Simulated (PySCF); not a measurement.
C5H6OS (charge +1 and doublet state).
Cartesian coordinates in Å at the GFN2-xTB level; atoms count from 1:
```xyz
13
C5H6OS angstrom
C      1.9624    0.3657   -1.5791
C      1.3896   -0.4432   -0.8988
C      0.7017   -1.3926   -0.0795
S      0.0416   -0.7612    1.4820
C     -0.6796    0.7902    0.9292
C     -1.7618    0.5880   -0.1294
O     -1.8590   -0.3579   -0.8381
H      2.5051    1.0365   -2.1816
H     -0.1911   -1.7422   -0.6334
H      1.3288   -2.2559    0.1563
H     -1.0873    1.3037    1.8005
H      0.0913    1.4181    0.4698
H     -2.4462    1.4512   -0.1802
```

The hyperfine couplings belong to this conformer and change with its torsions.

As a line formula: `C#CC[S+]CC=O` [radical] (charge +1).

Theory: UKS B3LYP, pcH-1 on C H O S, non-relativistic, mean-field spin-orbit, GIAO in PySCF. One conformer (not necessarily the lowest) at the GFN2-xTB geometry, without solvent, vibrations or thermal averaging. The geometry wasn't refined by DFT: couplings that depend on bond lengths, twists or pyramidal angles can differ widely from those at the functional's own minimum, by a factor of two or more for some ions and for spin on atoms past the first row. The SCF solution wasn't tested for stability.

Task: Predict the first-order ENDOR lines of C2, C3, C1, C6, H13, H9/H10, H11/H12 and H8 under fast tumbling at B = 334.8 mT (X band).

Result: For S = 1/2 in fast tumbling each set of equivalent nuclei gives two lines, ν± = |νn ± a/2| to first order, with νn = g_N μN B/h and μN/h = 7.62259 MHz/T.

| nuclei | isotope | g_N | νn (MHz) | a_iso (MHz) | lower line (MHz) | upper line (MHz) |
| --- | --- | --- | --- | --- | --- | --- |
| C2 | 13C | 1.4048 | 3.59 | 11.31 | 2.07 | 9.24 |
| C3 | 13C | 1.4048 | 3.59 | -9.39 | 1.11 | 8.28 |
| C1 | 13C | 1.4048 | 3.59 | 4.55 | 1.31 | 5.86 |
| C6 | 13C | 1.4048 | 3.59 | 1.56 | 2.81 | 4.36 |
| H13 | 1H | 5.5857 | 14.25 | 108.64 | 40.06 | 68.57 |
| H9/H10 | 1H | 5.5857 | 14.25 | 103.35 | 37.42 | 65.93 |
| H11/H12 | 1H | 5.5857 | 14.25 | 27.22 | 0.64 | 27.87 |
| H8 | 1H | 5.5857 | 14.25 | -3.94 | 12.28 | 16.22 |

The rows for 13C, of low natural abundance, apply to labelled samples.

Task: Which pairs are centred on the nuclear Larmor frequency, and which on half the coupling?

Result: Centred on νn, since |a| < 2νn: C1, C6, H11/H12 and H8. Centred on |a|/2 and split by 2νn: C2, C3, H13 and H9/H10.

Class means assume fast exchange of nuclei equivalent by connectivity; if that motion is slow, each nucleus keeps its own coupling. The 1H value of +103.3 MHz is a mean of couplings from 29.4 to 177.3 MHz in this one geometry, not an average over conformers. The 1H value of +27.2 MHz is a mean of couplings from -0.6 to 55.1 MHz in this one geometry, not an average over conformers.

The largest Mulliken spin populations are on S4 (+0.66) and O7 (+0.13). S4 is the only atom above +0.15.

On one thread, Arm Neoverse V2 (aarch64), no GPU, shared host, this took 58 s (with the writing of density and orbital grids) and 0.90 GiB of memory at its peak.
